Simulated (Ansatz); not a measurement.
Problem. Name a neutral molecule of B, C, N, O and H with size of the dipole moment (ωB97M-V/def2-TZVPP) between 2.40 and 2.70 D and size of the dipole moment (B3LYP/def2-TZVPP) between 2.35 and 2.65 D (Ansatz, PBE0-D4/def2-TZVP geometry).

Solution. `N=C(O)BN` (2.59 D, 2.56 D); `OC1BN1` (2.47 D, 2.45 D); `N=CBO` (2.45 D, 2.45 D); `B1NCO1` (2.56 D, 2.57 D); `NB1CO1` (2.58 D, 2.57 D); `CC1OB1N` (2.51 D, 2.50 D). Other molecules can fit too; these were computed, each in one conformer that needn't be the lowest.

B3LYP here is the variant with VWN-RPA as its local correlation; programs differ in this.
